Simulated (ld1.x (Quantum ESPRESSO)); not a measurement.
**Which change was made? (Sc, TM)**

```json
{
  "Element": "scandium",
  "Generator": "ld1.x (Quantum ESPRESSO) 7.5",
  "Type": "norm-conserving Troullier–Martins (Kleinman–Bylander form)",
  "Functional": "PBE",
  "Relativity": "fully relativistic",
  "Frozen core": "[Ne]",
  "Valence charge": "11",
  "Reference configuration": "3s2 3p6 3d1 4s0 4p0 (charge +2)",
  "Partial waves": "3s (bound): rc 1.60 bohr; 3p (bound): rc 1.35 bohr; 3d (bound): rc 1.45 bohr",
  "Local potential": "the d channel",
  "Core correction": "none"
}
```

Open shells are filled in proportion to 2j + 1 (rel_dist='average').

Cutoffs, loose and tight: the cutoffs (Ry, on a coarse ladder) from which the occupation-weighted sum of valence levels, in a spherical-Bessel basis at the reference potential, stays within 10 and 1 mRy of its value at 400 Ry. They do not see the model core or the augmentation charge, which bear on the density cutoff. Test errors are all-electron minus pseudo excitation energies from the reference, over the configurations 3s2 3p6 3d1 4s2 4p0; 3s2 3p6 3d1 4s1 4p0; 3s2 3p6 3d0 4s0 4p0; 3s2 3p6 3d1 4s0 4p1; 3s2 3p6 3d1.5 4s1.5 4p0; 3s2 3p6 3d1 4s0 4p2; 3s2 3p6 3d1 4s1.5 4p0; variants that change the core or the reference have their own tests. The largest error is taken over the tests solved by every variant that gives reliable tests at all, those not shown here included: 3s2 3p6 3d0 4s0 4p0; 3s2 3p6 3d1 4s0 4p1; 3s2 3p6 3d1 4s0 4p2.

The base gives: outcome: generated; bound ghosts: not determined; largest test error (meV): +30.

(1) After one change the result is: outcome: generated; bound ghosts: none; largest test error (meV): -53. Which change was it?
A. wave 3d (bound): rc 1.45 bohr becomes 3d (bound): rc 1.64 bohr
B. wave 3d (bound): rc 1.45 bohr becomes 3d (bound): rc 1.24 bohr
C. wave 3d (bound): rc 1.45 bohr becomes 3d (bound): rc 1.98 bohr

Results:

(1) A. The others give: wave 3d (bound): rc 1.45 bohr becomes 3d (bound): rc 1.24 bohr → outcome: generated; bound ghosts: not determined; largest test error (meV): +28 | wave 3d (bound): rc 1.45 bohr becomes 3d (bound): rc 1.98 bohr → outcome: generated; cutoff, loose: 55 Ry; cutoff, tight: 80 Ry; bound ghosts: none; largest test error (meV): -150.
